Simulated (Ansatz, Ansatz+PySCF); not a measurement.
```xyz
2

O     0.0000    0.0000    0.0000
O     0.0000    0.0000    1.2600
```

Basis set: def2-SVP (spherical functions). Frozen core: 2 orbitals. Correlation on ROHF uses semicanonical orbitals with singles. Charge 0, multiplicity 3.

Computed with Ansatz (development build ahead of 0.2.0); each method stands on the lowest determinant of its kind that the runs found.

The atomization energy at this shape (free ground-state atoms in the same class of orbitals less the molecule, no zero-point energy) of triplet O2:

| method | atomization energy |
| --- | --- |
| ROHF-MP2 | 4.52 eV |
| ROHF | 0.81 eV |
| UHF | 1.00 eV |

Task: What does UHF-MP2 give?

Result: 4.76 eV. Caution: the shape is not the minimum. Caution for UHF-MP2, ROHF-MP2: forces differ strongly between restricted and unrestricted references.
